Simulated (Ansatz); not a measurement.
A CCSD(T) single point on AuBrH₂O (`[OH2+][Au-][Br]`).

```yaml
crystal:
  periodic: [false, false, false]
  atoms:
    - {symbol: O, position_ang: [-0.767499, 0.823561, -0.430330]}
    - {symbol: Au, position_ang: [0.756443, -0.410401, 0.488493]}
    - {symbol: Br, position_ang: [2.407266, -1.738220, 1.485138]}
    - {symbol: H, position_ang: [-1.651967, 0.563212, -0.152223]}
    - {symbol: H, position_ang: [-0.744233, 0.761857, -1.391088]}
basis:
  gaussian: {orbitals: def2-SVP}
correlation: {method: ccsd_t}
```

```sh
$ ansatz run in.yaml --threads 2 --pin off --events-out ev --progress --plain
```

Log, shortened:

```
Functional definition: HF
861 factors; integrals over basis functions are off by at most 1.3e-3 eV
mean field evaluation 1: about -75724.9293 eV, gradient 2.7e1 eV
mean field evaluation 2: about -75725.1060 eV, gradient 2.8e1 eV
mean field evaluation 4: about -75726.8424 eV, gradient 2.6e0 eV
mean field evaluation 8: about -75726.8750 eV, gradient 2.9e-1 eV
mean field -75726.87556700 eV, -2782.9113475675 hartree, gradient 6.4e-6 eV, S^2 0.000000; 0 other end points of the search recorded, 0 dependent functions left out
10 core orbitals not correlated: weight in the atoms' cores, before any rotation towards them, 1.000 or more for the frozen orbitals, at most 0.000 for the correlated occupied ones
reference -75726.87556700 eV, -2782.9113475675 hartree; 22, 22 occupied and 56, 56 virtual orbitals, 861 factors
second order -21.58634145 eV of doubles, -0.00000000 eV of singles
cycle   1  -20.46879444 eV  change     1.1e0 eV  update   1.3e-1
cycle   2  -21.04154667 eV  change   -5.7e-1 eV  update   3.6e-2
cycle   3  -21.15290025 eV  change   -1.1e-1 eV  update   2.4e-2
cycle   4  -21.11992810 eV  change    3.3e-2 eV  update   8.6e-3
cycle   5  -21.11779260 eV  change    2.1e-3 eV  update   3.9e-3
cycle   6  -21.12172145 eV  change   -3.9e-3 eV  update   1.2e-3
cycle   7  -21.12082938 eV  change    8.9e-4 eV  update   4.1e-4
cycle   8  -21.12066117 eV  change    1.7e-4 eV  update   1.5e-4
cycle   9  -21.12082008 eV  change   -1.6e-4 eV  update   5.5e-5
cycle  10  -21.12084072 eV  change   -2.1e-5 eV  update   2.1e-5
perturbative correction -0.47252809 eV, -0.0173650869 hartree
Total energy: -75748.46893580 eV, -2783.7048892344 hartree
```

Run time 7.5 s (2 threads of a server CPU on a shared host); peak host memory 0.36 GiB.

MP2 recovers 100.0 % of the CCSD(T) correlation energy and the triples give 2.2 %; T1 = 0.0170.
